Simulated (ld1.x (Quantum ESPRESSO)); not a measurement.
# Cd (Z = 48): one change to a TM potential, before and after

- Element: Cd (Z = 48)
- Generator: ld1.x (Quantum ESPRESSO) 7.5
- Type: norm-conserving Troullier–Martins (Kleinman–Bylander form)
- Functional: PBE
- Relativity: scalar-relativistic
- Frozen core: [Kr]
- Valence charge: 12
- Reference configuration: 4d10 5s2 5p0
- Partial waves: 5s (bound): rc 2.60 bohr; 5p (bound, empty): rc 3.55 bohr; 4d (bound): rc 1.85 bohr
- Local potential: all-electron potential smoothed inside 1.85 bohr (lloc = -1)
- Core correction: Bessel-smoothed model core inside 0.90 bohr

Change: wave 5s (bound): rc 2.60 bohr becomes 5s (bound): rc 2.90 bohr.

Cutoffs: the cutoffs (Ry, on a coarse ladder) from which the occupation-weighted sum of valence levels, in a spherical-Bessel basis at the reference potential, stays within 10 and 1 mRy of its value at 400 Ry; they do not see the model core or the augmentation charge, which bear on the density cutoff. Errors are all-electron minus pseudo energies relative to the spin-unpolarised reference configuration.

How do hardness, ghosts and transferability respond?

The potential gets neither clearly harder nor softer (70 Ry and 100 Ry → 70 Ry and 100 Ry); both files keep a bound ghost (s); of the 7 tests that both files solve, the error grows in 3 and shrinks in 2 by more than 15 % and 0.3 meV (median size 41.2 → 51.8 meV).

```csv
quantity,base,changed
"cutoff, loose",70 Ry,70 Ry
"cutoff, tight",100 Ry,100 Ry
loose cutoff by channel (10 mRy a level),"s 15 Ry, d 50 Ry","s 6 Ry, d 50 Ry"
bound ghosts,s,s
"error for 4d10 5s1 5p0, meV [ΔE 9.27 eV]",-8.9,-10
"error for 4d10 5s0 5p0, meV [ΔE 26.40 eV]",-41,-52
"error for 4d9 5s0 5p0, meV [ΔE 64.41 eV]",-131,-218
"error for 4d10 5s0 5p2, meV [ΔE 9.67 eV]",+13,+3.6
"error for 4d9 5s2 5p1, meV [ΔE 12.65 eV]",-116,-121
"error for 4d8 5s0 5p0, meV [ΔE 118.47 eV]",-537,-717
"error for 4d10 5s0 5p1, meV [ΔE 15.05 eV]",+15,+6.1
s: phases at 3.85 bohr within 0.05 rad from the reference energy up to (Ry; the scan ends near 5),1.2,1.2
p: phases at 3.85 bohr within 0.05 rad from the reference energy up to (Ry; the scan ends near 5),0.9,0.9
d: phases at 3.85 bohr within 0.05 rad from the reference energy up to (Ry; the scan ends near 5),3.1,3.1
```

Changed file: These tests converged, but a pseudo level misses the all-electron one widely, so the file describes the atom poorly there or has found another state: 4d9 5s0 5p0: empty 5s by 4.3 eV (a node warning on the way). A true bound ghost makes a file unfit for plane-wave use even where its test errors are small: the radial tests pick states by their node count and pass the ghost by.
